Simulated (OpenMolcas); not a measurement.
## Computed transition rates of Mn IV

| Quantity | Value |
| --- | --- |
| Program | OpenMolcas |
| Method | CASSCF |
| Basis | ANO-RCC-VTZP [6s5p3d2f1g] |
| Scalar Hamiltonian | DKH2, point nucleus |
| Active space | 4 electrons in 10 orbitals (3d 4d) |
| State averaging | 2S+1 = 5 even, 5 roots; 2S+1 = 3 even, 45 roots; 2S+1 = 1 even, 44 roots |
| Spin-orbit coupling | state interaction with AMFI integrals over the reference wave functions, term energies averaged over their components |

Rates come from the transition moments of the reference wave functions (E1 and E2 in the length form). At fixed line strength A goes as λ^-3 for E1 and M1 and as λ^-5 for E2, so a rate at the computed wavelength can be rescaled to the measured one. Measured vacuum wavelengths follow from level energies in Corliss and Sugar, J. Phys. Chem. Ref. Data 6, 1253 (1977). Branching counts decays inside the model space alone, at computed energies, and the table is only a selection of the E2 and M1 lines, drawn from those between levels with measured partners whose computed energy lies within a factor of 1.5 of the measured one.

| Upper | Lower | Type | λ computed (nm) | λ measured (nm) | A computed (s-1) | A rescaled (s-1) | Branching % |
| --- | --- | --- | --- | --- | --- | --- | --- |
| 3d⁴ ³F₂(2) | 3d⁴ ³H₄ | E2 | 262.2 | 312.7 | 5.18e+00 | 2.15e+00 | 47.8 |
| 3d⁴ ³F₄(2) | 3d⁴ ³H₆ | E2 | 265.6 | 317.1 | 4.76e+00 | 1.96e+00 | 46.0 |
| 3d⁴ ³F₃(2) | 3d⁴ ³H₅ | E2 | 263.5 | 314.3 | 4.57e+00 | 1.89e+00 | 43.4 |
| 3d⁴ ³P₀(1) | 3d⁴ ⁵D₁ | M1 | 409.9 | 486.5 | 7.18e-01 |  | 100.0 |
| 3d⁴ ³P₁(1) | 3d⁴ ⁵D₂ | M1 | 403.3 | 476.4 | 5.57e-01 |  | 88.3 |
| 3d⁴ ³F₄(1) | 3d⁴ ⁵D₄ | M1 | 392.1 | 453 | 4.12e-01 |  | 82.0 |
| 3d⁴ ³P₂(1) | 3d⁴ ⁵D₃ | M1 | 390.9 | 459.3 | 3.77e-01 |  | 90.2 |
| 3d⁴ ³F₃(1) | 3d⁴ ⁵D₃ | M1 | 388.4 | 448.2 | 2.36e-01 |  | 65.4 |
| 3d⁴ ³D₃ | 3d⁴ ⁵D₄ | M1 | 274.6 | 327.9 | 2.08e-01 |  | 56.8 |
| 3d⁴ ³D₁ | 3d⁴ ⁵D₀ | M1 | 266.4 | 316.6 | 1.27e-01 |  | 34.1 |
| 3d⁴ ³D₁ | 3d⁴ ⁵D₁ | M1 | 267.1 | 317.6 | 1.16e-01 |  | 31.3 |
| 3d⁴ ³D₂ | 3d⁴ ⁵D₁ | M1 | 267.7 | 318.7 | 1.04e-01 |  | 35.2 |
| 3d⁴ ³F₂(1) | 3d⁴ ⁵D₂ | M1 | 385.2 | 444.4 | 9.93e-02 |  | 55.3 |
| 3d⁴ ³D₂ | 3d⁴ ⁵D₂ | M1 | 269.1 | 320.6 | 8.94e-02 |  | 30.2 |
| 3d⁴ ³G₅ | 3d⁴ ³H₆ | M1 | 1671 | 2382 | 2.96e-02 |  | 38.7 |
| 3d⁴ ³G₅ | 3d⁴ ³H₅ | M1 | 1603 | 2271 | 2.83e-02 |  | 37.0 |
| 3d⁴ ³G₃ | 3d⁴ ³H₄ | M1 | 1677 | 2404 | 2.80e-02 |  | 41.0 |
| 3d⁴ ³G₄ | 3d⁴ ³H₄ | M1 | 1604 | 2278 | 2.74e-02 |  | 48.4 |
| 3d⁴ ⁵D₄ | 3d⁴ ⁵D₃ | M1 | 26710 | 29980 | 1.42e-03 | 1.00e-03 | 100.0 |
| 3d⁴ ⁵D₃ | 3d⁴ ⁵D₂ | M1 | 34280 | 37680 | 1.15e-03 | 8.66e-04 | 100.0 |
| 3d⁴ ⁵D₂ | 3d⁴ ⁵D₁ | M1 | 49830 | 53250 | 4.60e-04 | 3.77e-04 | 100.0 |
| 3d⁴ ³H₆ | 3d⁴ ³H₅ | M1 | 39300 | 48900 | 3.69e-04 | 1.92e-04 | 98.6 |
| 3d⁴ ³H₅ | 3d⁴ ³H₄ | M1 | 44270 | 51520 | 3.06e-04 | 1.94e-04 | 99.4 |
| 3d⁴ ³H₄ | 3d⁴ ⁵D₄ | M1 | 457.6 | 490.3 | 1.47e-04 |  | 84.6 |
| 3d⁴ ⁵D₁ | 3d⁴ ⁵D₀ | M1 | 97580 | 101000 | 5.83e-05 | 5.26e-05 | 100.0 |

Spin-changing lines and M1 lines between different terms are not rescaled, since their strength hangs on the term gaps too.

The largest correction is for 3d⁴ ³F₄(2) → 3d⁴ ³H₆ (E2): 4.76e+00 × (265.6 / 317.1)^5 = 1.96e+00 s-1, a factor of 0.41.

The computed rate and branching of 3d⁴ ⁵D₁ → 3d⁴ ⁵D₀ give the upper level a radiative lifetime of 1.000 / 5.83e-05 s-1 = 1.72e+04 s, counting decays inside the model space alone. The rescaled rate gives about 1.9e+04 s.

The computed order of these levels differs from the measured one in 1 place, and where term gaps are wrong the rates of spin-changing lines can be off by large factors.

These are rates of the free ion; in crystals, glasses and complexes forced electric-dipole and non-radiative decay shorten such lifetimes by orders of magnitude. No measured rate stands beside these. Rescaling mends the energy factor alone: line strengths can still be far off where a level mixes with configurations outside the active space, and weak or spin-changing lines hang on small mixing coefficients that depend on the term gaps too, so rescaling need not improve them.

Without dynamic correlation excited terms often stand tens of per cent too high (terms of higher spin than the ground term too low), and those without a measured partner can miss by more than the paired ones. Active for correlation alone: 4d; no level in the range computed is led by a configuration that fills it, so any true level of that kind is missing. Measured partners are found by configuration, term and J. A level has none where our copy of the source lacks it or the pairing is in doubt (some pairs that miss far off the trend of their configuration count as doubtful). Only configurations of the active space appear.

A number in round brackets counts repeated terms of one configuration in the order of the reference energies.
